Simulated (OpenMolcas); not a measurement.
# Computed levels of Ge III

```
Program             : OpenMolcas 26.06
Method              : SS-RASPT2, IPEA 0.25 Eh, imaginary shift 0.1 Eh (closed shells correlated: 3d)
Basis               : ANO-RCC-VTZP [6s5p3d1f]
Scalar Hamiltonian  : DKH2, point nucleus
Active space        : 2 electrons in 9 orbitals (RAS2 4s 4p; RAS3 4d, at most 2 electrons)
State averaging     : 2S+1 = 3 even, 3 roots; 2S+1 = 1 even, 7 roots; 2S+1 = 3 odd, 3 roots; 2S+1 = 1 odd, 3 roots
Spin-orbit coupling : state interaction with AMFI integrals over the reference wave functions, term energies averaged over their components
```

With spin-orbit coupling, above the lowest level:

```csv
Configuration,Term,J,E (eV),Measured (eV),g,Term weight %
4s²,¹S,0,0.0000,0.0000,,100
4s 4p,³P°,0,7.491,7.6540,,100
4s 4p,³P°,1,7.572,7.7490,1.501,100
4s 4p,³P°,2,7.742,7.9528,1.501,100
4s 4p,¹P°,1,11.417,11.3908,1.000,100
4p²,¹D,2,18.092,17.9746,1.039,92
4p²,³P,0,18.188,18.3107,,100
```

Against the 6 measured excited levels shown (Sugar and Musgrove, J. Phys. Chem. Ref. Data 22, 1213 (1993)) the mean absolute deviation is 1100 cm-1; the largest miss in energy is 4s 4p ³P°₂: computed 7.742, measured 7.9528 eV (-2.7 %).

Active for correlation alone: 4d; no level in the range computed is led by a configuration that fills it, so any true level of that kind is missing. Some terms mix strongly with configurations of 4d, whose occupation reaches 0.22 (4p² ¹D). Measured partners are found by configuration, term and J. A level has none where our copy of the source lacks it or the pairing is in doubt (some pairs that miss far off the trend of their configuration count as doubtful), and it then counts in no deviation. Only configurations of the active space appear. The first state left out of the spin-orbit step lies near 180000 cm-1 above the lowest spin-free state of the reference (among the parities and spins computed), and the list stops at four fifths of that energy or lower.

The term weight is that of the spin-free term in the level, not the purity of its configuration. ° marks odd parity.
